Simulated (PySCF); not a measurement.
## Assigning NMR signals

Geometry:
```
atom   x (Å)   y (Å)   z (Å)
 Si1   0.271  -0.005   0.167
  H2   0.400   0.235   1.642
  H3   1.664  -0.247  -0.335
  N4  -0.417   1.275  -0.781
  C5   0.157   2.545  -1.196
  C6   1.608   2.391  -1.627
  C7   0.012   3.625  -0.126
  H8  -1.423   1.339  -0.651
  H9  -0.407   2.882  -2.087
 H10   2.257   2.134  -0.774
 H11   1.981   3.333  -2.055
 H12   1.712   1.598  -2.381
 H13   0.585   3.355   0.776
 H14   0.376   4.602  -0.484
 H15  -1.042   3.746   0.171
 N16  -0.876  -1.288  -0.058
 C17  -1.015  -2.551   0.650
 C18  -0.822  -2.380   2.149
 C19  -0.089  -3.632   0.094
 H20  -1.172  -1.365  -1.028
 H21  -2.056  -2.895   0.499
 H22   0.218  -2.115   2.396
 H23  -1.057  -3.319   2.673
 H24  -1.476  -1.588   2.543
 H25   0.966  -3.353   0.251
 H26  -0.263  -4.605   0.581
 H27  -0.243  -3.764  -0.988
```

[PySCF 2.14.0 with density-fitted response routines: NMR shieldings at KT2/pcSseg-1/GIAO; PBE0-D3(BJ)/def2-SVP geometry; single conformer; rapidly exchanging positions averaged; in vacuum; relativity neglected]

δ = σ(ref) − σ, references computed at the same level: 13C and 1H against TMS.

Problem. Assign these signals to the numbered atoms. 13C{1H} NMR (computed): δ 50.4 (CH), 28.6 (CH3).

Solution. 
50.4 → C5/C17, carbon bonded to 2 C, N, H
28.6 → C6/C7/C18/C19, carbon bonded to C, 3 H

Problem. Assign these signals to the numbered atoms. 1H NMR (500 MHz, computed): δ 5.61 (s, 2H), 3.30 (sept, 2H), 1.19 (d, 12H), 0.12 (br s, 2H).

Solution. 
5.61 → H2/H3, hydrogen on a silicon bonded to 2 N
3.30 → H9/H21, hydrogen on a carbon bonded to 2 C, N
1.19 → H10/H11/H12/H13/H14/H15/H22/H23/H24/H25/H26/H27, hydrogen on a carbon bonded to C
0.12 → H8/H20, hydrogen on a nitrogen bonded to C, Si

The OH or NH signal is concentration- and solvent-dependent in practice; the value given is the gas-phase one. Shifts are as computed. Against solution values, carbons near 30 ppm lie about +2 ppm off and those near 130 ppm about -5 ppm. Of 1211 compounds with measured shifts, 218 miss one by over three times the rms of a fit or turn the order of signals round; such compounds aren't used in these exercises. Multiplicities follow the n + 1 count of equivalent neighbours, as no J values were calculated; m marks all less simple cases, F and P coupling included.
